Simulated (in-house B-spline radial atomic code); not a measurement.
**Ionising Pb LXXI (Pb70+) with different functionals**

Computed with a B-spline radial code for spherical atoms: scalar-relativistic (spin-free X2C) Hamiltonian, Fermi nucleus of rms radius 5.5012 fm, spin-polarised at highest spin, spherical fractional occupations for the functionals. The ionisation energy is the difference of two self-consistent energies, [Ne] 3s2 → [Ne] 3s1, without Breit or QED terms; ε is the level of the shell that loses the electron (its least bound occupied spin orbital). There is no spin-orbit coupling in this Hamiltonian.

```csv
method,rung,ΔSCF (eV),-ε(3s) (eV)
LDA PW92,LDA,?,?
RPBE,GGA,9020.5,8956.2
PW91,GGA,9022.2,8958.2
r2SCAN0,global hybrid,9010.4,8971.2
PBE0,global hybrid,?,?
BHandHLYP,global hybrid,9016.1,8985.2
```

Q: What does LDA PW92 give?

A: ΔSCF 9015.7 eV, and -ε(3s) = 8953.6 eV.

Q: What does PBE0 give?

A: ΔSCF 9018.9 eV, and -ε(3s) = 8970.7 eV.

Q: Among the functionals, which spreads more, the ΔSCF values or the orbital energies?

A: The orbital energies: ΔSCF values span about 11.9 eV and the orbital energies 31.6 eV.

Q: How do they compare with the NIST value?

A: NIST lists 9000 eV ± 60 (tabulated theory, ground level to ground level). Errors run from +10.4 to +22.2 eV; all lie within about twice that uncertainty, so the table can't rank the methods.
